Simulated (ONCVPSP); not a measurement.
## Plane-wave convergence, ONCV potential for Rh

| Item | Value |
| --- | --- |
| Element | Rh |
| Generator | ONCVPSP 4.0.1 |
| Type | optimised norm-conserving Vanderbilt (ONCV) |
| Functional | PBEsol |
| Relativity | scalar-relativistic |
| Frozen core | [Ar] 3d10 |
| Valence charge | 17 |
| Reference configuration | 4s2 4p6 4d6 (charge +3) |
| Partial waves | 4s: rc 1.10 bohr, ncon 4, nbas 9, qcut 5.6 1/bohr, 2 projectors, debl 1.3 Ha; 4p: rc 1.55 bohr, ncon 3, nbas 7, qcut 8.9 1/bohr, 2 projectors, debl 2 Ha; 4d: rc 1.20 bohr, ncon 4, nbas 8, qcut 7.5 1/bohr, 2 projectors, debl 3.2 Ha |
| Local potential | polynomial inside 0.75 bohr (lpopt 4, dvloc0 0 Ha) |
| Core correction | Teter function, fcfact 2.25, rcfact 1.75 |

In the s channel the program set the typed energies aside and used -4.353, 0.250 Ha. In the p channel the program set the typed energies aside and used -3.161, 0.250 Ha.

Question: For each optimised wave give the share of its norm inside rc, the residual kinetic energy above qcut (Ha) and the cutoffs (Ha) for errors of 10, 1, 0.1 and 0.01 mHa per electron.

Answer:

```tsv
wave	norm inside rc	residual KE	10 mHa	1 mHa	0.1 mHa	0.01 mHa
4s	0.682	5.0e-02	67.8	188.0	217.5	330.1
s projector 2	0.016	6.8e-03	14.0	35.7	88.9	189.5
4p	0.896	4.3e-07	12.2	15.9	27.9	33.2
p projector 2	0.034	3.6e-07	10.0	13.6	25.8	32.8
4d	0.432	1.3e-03	22.0	29.1	97.8	160.9
d projector 2	0.038	8.8e-04	20.1	27.8	35.3	117.0
```

The occupied waves need 188 Ha and 218 Ha for 1 and 0.1 mHa. 1 of 4 tests not solved or not reliable.
